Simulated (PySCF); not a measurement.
Gas-phase reaction: 4 InCH₃ + 4 CH₄ + C₄H₈ (cis-2-butene) ⇌ 4 In(CH₃)₃

Method: PySCF energies plus ideal-gas RRHO corrections (1 bar). S°(298 K) at PBE0/def2-TZVP differs from the NASA 1993 table for C₄H₈ (cis-2-butene) (-6 J/mol/K); whether the harmonic model or the table's entry is off was not settled. † marks an energy on the PBE0/def2-TZVP geometry and frequencies; other levels use their own. MP2 freezes the core. All species are closed-shell singlets. In: scalar-relativistic def2 core potential, no spin-orbit coupling. Methyl groups turn as free rotors in In(CH₃)₃. InCH₃: computed as isolated molecules; such fragments, hydroxides, amides, oligomers or adducts are transient or little studied in the gas. MP2 isn't extrapolated to the basis-set limit; its ΔH°(298 K) is -23.9 kJ in def2-SVP and -82.2 kJ in def2-TZVPP. The harmonic model lacks anharmonicity and excited electronic states, which grow with temperature; levels with a mode under 35 cm⁻¹ are left out. Internal rotation in C₄H₈ (cis-2-butene) is treated as a harmonic vibration of one conformer, which makes the entropy rough. Soft modes under 120 cm⁻¹ make the harmonic entropy rough for In(CH₃)₃.

ΔH° and ΔS° at 298 K: M06-2X/def2-TZVP† -33 kJ, -594 J/K; MP2/def2-TZVPP† -82 kJ, -594 J/K; PBE/def2-SVP 58 kJ, -589 J/K; PBE/def2-TZVP† 20 kJ, -594 J/K.

Task: With the heat capacities included, give log10 K (1 bar) at 500, 800, 1000, 1800, 2500 K from M06-2X/def2-TZVP†, MP2/def2-TZVPP†, PBE/def2-SVP, PBE/def2-TZVP†.

Result: 
```
T (K)  M06-2X/def2-TZVP†  MP2/def2-TZVPP†  PBE/def2-SVP  PBE/def2-TZVP†
-----  -----------------  ---------------  ------------  --------------
500                -27.3            -22.2         -36.6           -32.9
800                -28.1            -24.9         -33.8           -31.6
1000               -28.2            -25.7         -32.7           -31.0
1800               -27.9            -26.5         -30.3           -29.5
2500               -27.6            -26.6         -29.2           -28.7
```
